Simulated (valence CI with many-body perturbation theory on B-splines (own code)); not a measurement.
**Energy levels of Ce¹⁶⁺**

Calculated by relativistic CI+MBPT: six valence electrons over a frozen Dirac-Fock core [Kr], a basis of 7 s, 7 p, 8 d, 6 f, 4 g, 1 h functions for each j, with the one-electron correlation potential Σ1 (screened to all orders), the two-electron term Σ2, the three-electron term Σ3, Breit, model QED; selected single and double excitations, second order for the rest, scaled by the run's own slope (own B-spline code, finite nucleus).

No measured levels were compared; by estimate terms of the open shell hold to 2 to 4 % of their energy, and close levels can change places. Core correlation moves these levels by up to 10000 cm⁻¹, and in measured spectra 5 to 20 % of such shifts remained as error; rates that hang on mixing are uncertain with them. Among the levels kept, up to 1100 cm⁻¹ of a level comes from second order outside the variational space, and about a tenth of that is noise between levels of different J, which matters for small intervals. Only levels of the ground parity were solved; by the run's estimate the other parity begins above the list, which can be wrong where configurations are misplaced.

Levels 1 to 34 of 34, with energies above the lowest level, 4d6 5D_4. "Leading %" is the weight of the configuration and term that name the level; weights of strongly mixed levels are sums over their largest components and can fall short. In the jj column 3d3/2^4 stands for four electrons in 3d with j = 3/2. Lifetimes count E1, E2, E3, M1 and M2 decay at the calculated energies, and are blank where another channel may lead or the interval is too uncertain; long ones can be off by a factor of two.

```csv
No.,Configuration,Term,J,E (cm⁻¹),Leading %,Lifetime,Leading jj
1,4d6,5D,4,0.0,74,,4d3/2^4 4d5/2^2 (64 %)
2,4d6,5D,2,13394,48,1220 s,4d3/2^4 4d5/2^2 (69 %)
3,4d6,5D,3,18792,88,4.95 ms,4d3/2^3 4d5/2^3 (78 %)
4,4d6,5D,0,25975,68,509 s,4d3/2^2 4d5/2^4 (37 %)
5,4d6,5D,1,26308,76,8.09 ms,4d3/2^3 4d5/2^3 (79 %)
6,4d6,3H,4,35703,26,2.16 ms,4d3/2^3 4d5/2^3 (63 %)
7,4d6,3G,5,45709,51,14.8 ms,4d3/2^3 4d5/2^3 (97 %)
8,4d6,3H,6,46274,80,,4d3/2^3 4d5/2^3 (94 %)
9,4d6,5D,2,51649,43,1.02 ms,4d3/2^2 4d5/2^4 (52 %)
10,4d6,3F,3,55086,44,2.01 ms,4d3/2^3 4d5/2^3 (83 %)
11,4d6,3F,2,56886,54,1.52 ms,4d3/2^3 4d5/2^3 (68 %)
12,4d6,3H,4,68383,53,1.28 ms,4d3/2^2 4d5/2^4 (76 %)
13,4d6,1S,0,70349,58,644 μs,4d3/2^2 4d5/2^4 (53 %)
14,4d6,3D,1,70674,67,1.80 ms,4d3/2^3 4d5/2^3 (71 %)
15,4d6,3G,4,73355,48,2.07 ms,4d3/2^3 4d5/2^3 (47 %)
16,4d6,3D,2,73675,60,3.07 ms,4d3/2^3 4d5/2^3 (51 %)
17,4d6,3H,5,75754,51,2.15 ms,4d3/2^2 4d5/2^4 (97 %)
18,4d6,3D,3,78132,65,1.08 ms,4d3/2^2 4d5/2^4 (49 %)
19,4d6,3P,0,81331,95,3.45 ms,4d3/2^4 4d5/2^2 (41 %)
20,4d6,3G,3,83050,49,1.79 ms,4d3/2^2 4d5/2^4 (88 %)
21,4d6,1I,6,84846,80,2.42 ms,4d3/2^2 4d5/2^4 (94 %)
22,4d6,1F,3,88185,56,2.37 ms,4d3/2^3 4d5/2^3 (82 %)
23,4d6,3P,1,93669,70,948 μs,4d3/2^2 4d5/2^4 (59 %)
24,4d6,1G,4,99516,65,1.30 ms,4d3/2^2 4d5/2^4 (58 %)
25,4d6,1D,2,100380,52,1.03 ms,4d3/2^2 4d5/2^4 (66 %)
26,4d6,3P,1,109940,86,337 μs,4d3/2 4d5/2^5 (44 %)
27,4d6,3F,4,119050,76,640 μs,4d3/2^2 4d5/2^4 (60 %)
28,4d6,3F,2,119440,85,701 μs,4d3/2^2 4d5/2^4 (84 %)
29,4d6,1G,4,137020,77,504 μs,4d3/2^2 4d5/2^4 (46 %)
30,4d6,3P,2,137370,67,515 μs,4d3/2 4d5/2^5 (72 %)
31,4d6,3F,3,138520,54,569 μs,4d3/2 4d5/2^5 (82 %)
32,4d6,3P,0,140050,56,292 μs,4d5/2^6 (79 %)
33,4d6,1D,2,162110,93,699 μs,4d3/2^2 4d5/2^4 (82 %)
34,4d6,1S,0,208600,91,233 μs,4d3/2^2 4d5/2^4 (75 %)
```

Names give the largest LS component (configuration and term), which can be under half, so a name can repeat, a term be missing and a line seem to break the LS rules; names also repeat where a configuration has a term twice.

Where two levels of one J and parity lie close, their mixing, g and order are uncertain.

The ionisation energy to 4d5 6S_5/2 of the next ion comes out as 436.51 eV (NIST: 435 ± 3 eV (theoretical)). All 34 levels together are meant to be complete up to 217180 cm⁻¹.
